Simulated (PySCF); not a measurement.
**Atomic charges against the basis set**

Dimethyldichlorosilane, C₂H₆Cl₂Si.
SMILES with atom numbers: `[CH3:1][Si:2]([CH3:3])([Cl:4])[Cl:5]` (hydrogens: H6, H7, H8 on C1; H9, H10, H11 on C3)

PBE0 throughout (PySCF), one geometry, spherical d and f functions. Geometry: PBE0-D3(BJ)/def2-SVP; no solvent, vibrations or thermal averaging. Atoms taken as equivalent share a column and are averaged.

Mulliken charges (e):

```
        basis  functions   C1/C3     Si2  Cl4/Cl5  H6 (×6)
       STO-3G         43  -0.401  +0.895   -0.335   +0.096
        6-31G         69  -0.814  +0.798   -0.260   +0.225
     pcSseg-0         69  -1.179  +1.361   -0.349   +0.282
       6-31G*         94  -0.760  +0.719   -0.258   +0.219
     def2-SVP        112  -0.333  +0.664   -0.267   +0.089
      cc-pVDZ        112  -0.249  +0.494   -0.241   +0.081
     pcSseg-1        136  -0.613  +0.917   -0.328   +0.161
  aug-cc-pVDZ        181  +0.489  +1.392   -0.479   -0.236
6-311+G(2d,p)        195  -0.623  +0.653   -0.219   +0.172
    def2-TZVP        209  -0.473  +0.552   -0.251   +0.149
      cc-pVTZ        246  -0.379  +0.548   -0.245   +0.117
     IGLO-III        262  -0.663  +1.140   -0.376   +0.156
```

IAO charges (e):

| basis | functions | C1/C3 | Si2 | Cl4/Cl5 | H6 (×6) |
| --- | --- | --- | --- | --- | --- |
| STO-3G | 43 | -0.641 | +0.931 | -0.277 | +0.151 |
| 6-31G | 69 | -0.728 | +0.965 | -0.296 | +0.180 |
| pcSseg-0 | 69 | -0.735 | +0.979 | -0.290 | +0.179 |
| 6-31G* | 94 | -0.732 | +1.093 | -0.322 | +0.169 |
| def2-SVP | 112 | -0.724 | +1.103 | -0.318 | +0.163 |
| cc-pVDZ | 112 | -0.729 | +1.099 | -0.322 | +0.167 |
| pcSseg-1 | 136 | -0.736 | +1.113 | -0.324 | +0.168 |
| aug-cc-pVDZ | 181 | -0.740 | +1.108 | -0.326 | +0.171 |
| 6-311+G(2d,p) | 195 | -0.752 | +1.128 | -0.328 | +0.172 |
| def2-TZVP | 209 | -0.756 | +1.145 | -0.331 | +0.171 |
| cc-pVTZ | 246 | -0.753 | +1.135 | -0.330 | +0.172 |
| IGLO-III | 262 | -0.754 | +1.132 | -0.326 | +0.171 |

Hirshfeld charges (e):

| basis | functions | C1/C3 | Si2 | Cl4/Cl5 | H6 (×6) |
| --- | --- | --- | --- | --- | --- |
| STO-3G | 43 | -0.114 | +0.617 | -0.275 | +0.027 |
| 6-31G | 69 | -0.191 | +0.386 | -0.166 | +0.055 |
| pcSseg-0 | 69 | -0.199 | +0.421 | -0.158 | +0.049 |
| 6-31G* | 94 | -0.191 | +0.367 | -0.156 | +0.055 |
| def2-SVP | 112 | -0.212 | +0.385 | -0.134 | +0.051 |
| cc-pVDZ | 112 | -0.206 | +0.390 | -0.145 | +0.052 |
| pcSseg-1 | 136 | -0.214 | +0.405 | -0.143 | +0.051 |
| aug-cc-pVDZ | 181 | -0.223 | +0.396 | -0.134 | +0.053 |
| 6-311+G(2d,p) | 195 | -0.213 | +0.382 | -0.134 | +0.052 |
| def2-TZVP | 209 | -0.217 | +0.382 | -0.132 | +0.053 |
| cc-pVTZ | 246 | -0.216 | +0.386 | -0.136 | +0.053 |
| IGLO-III | 262 | -0.223 | +0.382 | -0.122 | +0.051 |

ESP-fitted charges (e):

| basis | functions | C1/C3 | Si2 | Cl4/Cl5 | H6 (×6) |
| --- | --- | --- | --- | --- | --- |
| STO-3G | 43 | -0.682 | +1.031 | -0.351 | +0.173 |
| 6-31G | 69 | -0.776 | +0.820 | -0.296 | +0.221 |
| pcSseg-0 | 69 | -0.915 | +1.076 | -0.334 | +0.237 |
| 6-31G* | 94 | -0.695 | +0.584 | -0.210 | +0.204 |
| def2-SVP | 112 | -0.609 | +0.529 | -0.184 | +0.176 |
| cc-pVDZ | 112 | -0.603 | +0.506 | -0.187 | +0.179 |
| pcSseg-1 | 136 | -0.698 | +0.637 | -0.215 | +0.198 |
| aug-cc-pVDZ | 181 | -0.701 | +0.530 | -0.180 | +0.205 |
| 6-311+G(2d,p) | 195 | -0.687 | +0.490 | -0.169 | +0.204 |
| def2-TZVP | 209 | -0.683 | +0.521 | -0.173 | +0.198 |
| cc-pVTZ | 246 | -0.674 | +0.527 | -0.178 | +0.196 |
| IGLO-III | 262 | -0.667 | +0.405 | -0.137 | +0.200 |

Some averages cover members that differ in this geometry, most widely: H6 (×6), Mulliken in aug-cc-pVDZ -0.270 to -0.217; H6 (×6), ESP-fitted in IGLO-III +0.180 to +0.212; H6 (×6), ESP-fitted in 6-311+G(2d,p) +0.187 to +0.214; H6 (×6), ESP-fitted in aug-cc-pVDZ +0.190 to +0.215 e.

Problem. Which scheme is steadiest as the basis changes?

Solution. Largest range over the bases for any column: IAO 0.21 e, Hirshfeld 0.25 e, ESP-fitted 0.67 e, Mulliken 1.67 e. IAO charges move least and Mulliken charges most, counted in e. Without the minimal STO-3G basis the ranges are IAO 0.18, Hirshfeld 0.05, ESP-fitted 0.67, Mulliken 1.67 e.

Problem. How much do the charges still move between the two largest bases, cc-pVTZ and IGLO-III?

Solution. At most, over all atoms: Mulliken 0.592 e, IAO 0.004 e, Hirshfeld 0.014 e, ESP-fitted 0.122 e.

Problem. What do the same runs give for the total energy, the frontier levels and the dipole moment?

Solution. 
| basis | energy (Eh) | HOMO (eV) | LUMO (eV) | μ (D) |
| --- | --- | --- | --- | --- |
| STO-3G | -1275.0764 | -6.77 | 3.47 | 3.54 |
| 6-31G | -1289.1732 | -8.79 | 0.49 | 3.67 |
| pcSseg-0 | -1287.7443 | -8.98 | 0.54 | 3.38 |
| 6-31G* | -1289.2686 | -8.61 | 0.96 | 2.95 |
| def2-SVP | -1288.8928 | -8.52 | 1.31 | 2.49 |
| cc-pVDZ | -1289.3360 | -8.54 | 1.07 | 2.69 |
| pcSseg-1 | -1289.2707 | -8.76 | 0.87 | 2.78 |
| aug-cc-pVDZ | -1289.3490 | -8.65 | -0.30 | 2.58 |
| 6-311+G(2d,p) | -1289.3907 | -8.68 | -0.16 | 2.55 |
| def2-TZVP | -1289.4019 | -8.64 | 0.84 | 2.44 |
| cc-pVTZ | -1289.4158 | -8.63 | 0.84 | 2.50 |
| IGLO-III | -1289.3917 | -8.58 | 0.55 | 2.26 |

The dipole is fixed by the density alone, so its range of 1.41 D shows that the density itself changes with the basis, not only its division among atoms.
